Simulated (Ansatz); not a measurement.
`[OH][Zr]([F])([F])[SeH]`. Charge 0, multiplicity 1. Zr takes the def2 core potential.

```
atom    x (Å)    y (Å)    z (Å)
  O1  -0.4392   0.1669   1.4443
 Zr2  -0.2789  -0.5108  -0.3176
  F3   0.3405  -2.3055  -0.3168
  F4  -1.9489  -0.4989  -1.2210
 Se5   1.4112   0.9967  -1.5876
  H6  -0.6436   0.3627   2.3550
  H7   1.5589   1.7890  -0.3562
```

Question: What are the harmonic wavenumbers in cm⁻¹ at PBE0-D4/def2-TZVP (Ansatz, finite differences of forces, unscaled)? (Best estimate.)

Answer: Ansatz gave: 49, 116, 118, 151, 170, 178, 209, 268, 321, 435, 666, 670, 751, 2430, 3989.

Question: Is this a minimum?

Answer: Yes, all 15 modes are real.

Question: Give the ideal-gas thermochemistry at 298.15 K and 1 bar (rigid rotor, harmonic oscillator; point group Cs, symmetry number 1).

Answer: Zero-point energy 62.9 kJ/mol; H(298) − E = 88.9 kJ/mol; entropy 404.7 J/(mol·K), of which translation 176.5, rotation 122.2, vibration 106.0; G(298) − E = -31.8 kJ/mol. Modes under 100 cm⁻¹ are hindered rotations or soft bends, so the harmonic entropy is rough.
